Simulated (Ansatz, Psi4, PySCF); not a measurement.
ClI, triplet, geometry from GFN2-xTB (a higher spin typed on purpose: for a closed-shell molecule this is an excited state) (core potentials on I). Base run: PBE0/def2-SVP (PySCF).

Here is a job for PySCF.
```python
from pyscf import gto, scf, dft

mol = gto.M(
    atom='''
Cl   -0.00000000   -0.00000000   -2.11796384
I     0.00000000    0.00000000    0.67934689
''',
    basis='def2-svp',
    ecp={'I': 'def2-svp'},
    spin=2,
    verbose=4,
)

mf = dft.UKS(mol)
mf.xc = 'pbe0'
mf.kernel()
```

The same geometry, method and basis name were run in Ansatz (a program for electronic structure) and Psi4 and PySCF, at each program's defaults and at the settings that a row names. The base is PySCF at its defaults. Differences at the defaults can come from grids, fitting, cores and function types together.

```csv
code and settings,ΔE vs base (µEh),basis functions,E (Eh),SCF cycles,dipole (D)
"PySCF, defaults (exact integrals, its default grid, spherical functions)",0.0,44,-757.55128,15,1.90
"Psi4, defaults (density fitting with its default set, its default grid, spherical functions)",0.5,44,-757.55128,11,1.90
"Ansatz, defaults (factorised integrals, its default grid, spherical functions)",2.1,44,-757.55128,-,-
"PySCF, density fitting with def2-universal-jkfit",2.4,44,-757.55128,15,1.90
"PySCF, fine grid",2.7,44,-757.55128,15,1.90
"Psi4, exact integrals, spherical functions, fine grid",2.0,44,-757.55128,13,1.90
"Ansatz, high accuracy",2.2,44,-757.55128,-,-
```

Open shells are given as the SCF converged; they aren't shown to be the lowest states, and a large step between rows can be another state.
